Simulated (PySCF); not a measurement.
SMILES B(O)(C[Si](C)(C)C)O (C4H13BO2Si) (GFN2-xTB optimised geometry):

```
21

Si    -0.294    -1.113     0.000
C     -0.936    -2.012     1.558
C      1.615    -1.113     0.000
C     -0.931    -2.006    -1.563
C     -0.929     0.695     0.000
B     -0.401     1.471    -1.287
O      0.782     2.133    -1.301
O     -1.073     1.464    -2.465
H     -0.591    -3.041     1.578
H     -0.588    -1.534     2.468
H     -2.020    -2.031     1.592
H      2.000    -0.566    -0.856
H      2.013    -2.123    -0.049
H      2.018    -0.650     0.897
H     -2.016    -2.058    -1.583
H     -0.607    -1.488    -2.461
H     -0.557    -3.024    -1.618
H     -2.018     0.682     0.034
H     -0.598     1.181     0.918
H      1.264     2.123    -0.476
H     -1.898     0.983    -2.459
```

Level of theory: CAM-B3LYP/def2-SVP run with PySCF.

Q: What are the frontier orbital energies and the dipole moment?

A: HOMO-2 -9.85 eV, HOMO-1 -9.77 eV, HOMO -9.33 eV, LUMO 1.83 eV, LUMO+1 2.87 eV; dipole moment 2.67 D.

On the same geometry PySCF with PBE/def2-SVP gives HOMO-2 -7.04 eV, HOMO-1 -7.04 eV, HOMO -6.52 eV, LUMO 0.15 eV, LUMO+1 0.74 eV; dipole moment 2.43 D.

Meta-Löwdin charges at CAM-B3LYP/def2-SVP: Si1 0.92, C2 -0.54, C3 -0.55, C4 -0.55, C5 -0.56, B6 0.42, O7 -0.48, O8 -0.48, H9 0.11, H10 0.11, H11 0.11, H12 0.11, H13 0.11, H14 0.10, H15 0.10, H16 0.11, H17 0.11, H18 0.10, H19 0.10, H20 0.33, H21 0.33.
